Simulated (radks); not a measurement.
Values are calculated unless marked as measured or tabulated.
Effect of the nuclear size on the gold ion Au+, [Xe] 4f14 5d10. Level of theory: Dirac Kohn-Sham, LDA (Slater exchange, Perdew-Wang correlation), spin-unpolarised, spherical densities, finite nucleus; Fermi nuclear charge, rms radius 5.4371 fm (a radial shooting solver on a logarithmic mesh with Libxc functionals). The rms radius is varied about that value; shifts are against it.

rms radius (fm)  total energy shift (eV)  density at nucleus (e/bohr^3)  1s1/2 shift (meV)  2s1/2 shift (meV)  5s1/2 shift (meV)  5p1/2 shift (meV)  5d5/2 shift (meV)  6s1/2 (empty) shift (meV)  6p1/2 (empty) shift (meV)
4.4095                             -33.6                      2.321e+06             -13500              -1990              -23.1             -0.643              0.092                      -2.48                     -0.136
5.1979                             -8.20                      2.173e+06              -3290               -486              -5.64             -0.158              0.023                     -0.605                     -0.033
5.4371                                 0                      2.134e+06              0.000              0.000              0.000              0.000              0.000                      0.000                      0.000
5.7742                              11.9                      2.084e+06               4790                707               8.21              0.230             -0.033                      0.881                      0.048
6.6876                              46.4                      1.964e+06              18600               2750               31.9              0.897             -0.127                       3.42                      0.188

Slopes of the eigenvalues against <r^2> in GHz/fm^2, as finite differences over the two radii next to the reference (eigenvalue slopes, not the field-shift constants of lines): 1s1/2 309000, 2s1/2 45600, 5s1/2 530, 5p1/2 14.8, 5d5/2 -2.11, 6s1/2 (empty) 56.8, 6p1/2 (empty) 3.11.
